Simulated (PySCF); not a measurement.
**Cd: excitation energy**

Cd [Kr] 4d10 5s2 (1S) → Cd [Kr] 4d10 5s1 5p1 (3P), as a difference of total energies. All numbers are calculated (PySCF 2.14, the spin-free X2C one-electron Hamiltonian (Gaussian nucleus), in ANO-RCC-VTZP (7s6p4d2f1g, 68 functions)). Correlated levels: valence and next inner shell: [Ar] 3d10 frozen. The calculations carry no spin-orbit coupling.

```tsv
method	excitation energy (cm⁻¹)	error (cm⁻¹)
UHF	20277	-10969
MP2 (valence and next inner shell)	31449	+203
SCS-MP2 (valence and next inner shell)	31678	+431
CCSD (valence and next inner shell)	30302	-945
CCSD(T) (valence and next inner shell)	31331	+85
```

Reference: 31246 cm⁻¹ (measured; NIST levels, between the centres of gravity of the two terms).

Errors of the correlated levels include the incompleteness of this basis and the frozen core.

The basis was made for the ground configuration and has no added diffuse functions, so the excitation energy can come out too high.
